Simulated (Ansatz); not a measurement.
Start from `[I][GeH]1[BH][CH2]1` and change one atom or group to get `[BH]1[CH2][GeH2]1`.

Ansatz, PBE0-D4/def2-TZVP geometries, multiplicity 1. 

Elements past krypton have def2 core potentials. Scalar relativity is left out up to krypton. Spin–orbit coupling is left out; it splits and shifts lone-pair levels of the heavy atoms by tenths of an eV.

```csv
property,`[I][GeH]1[BH][CH2]1`
HOMO energy (PBE0/def2-TZVPP) / eV,-7.01
LUMO energy (ωB97M-V/def2-TZVPP) / eV,-0.09
size of the dipole moment (PBE/def2-TZVPP) / D,1.16
size of the dipole moment (ωB97M-V/def2-TZVPP) / D,1.27
HOMO–LUMO gap (B3LYP/def2-TZVPP) / eV,4.71
size of the dipole moment (B3LYP/def2-TZVPP) / D,1.19
```

Q: Give the same properties after the change, and the shifts. (Estimate.)

A: Computed: 
| property | `[BH]1[CH2][GeH2]1` | shift |
| --- | --- | --- |
| HOMO energy (PBE0/def2-TZVPP) / eV | -6.83 | 0.18 |
| LUMO energy (ωB97M-V/def2-TZVPP) / eV | 0.46 | 0.55 |
| size of the dipole moment (PBE/def2-TZVPP) / D | 0.91 | -0.25 |
| size of the dipole moment (ωB97M-V/def2-TZVPP) / D | 0.98 | -0.29 |
| HOMO–LUMO gap (B3LYP/def2-TZVPP) / eV | 5.03 | 0.32 |
| size of the dipole moment (B3LYP/def2-TZVPP) / D | 0.87 | -0.32 |

With PBE0 the HOMO rises by 0.18 eV and the LUMO rises by 0.51 eV, so the gap widens by about 0.33 eV. PBE moves the HOMO by 0.16 eV and ωB97M-V by 0.13 eV. Dipoles are sizes alone; their direction can turn.

Positive LUMOs are unbound, so they and the gaps depend on the basis.

B3LYP here is the variant with VWN-RPA as its local correlation; programs differ in this.
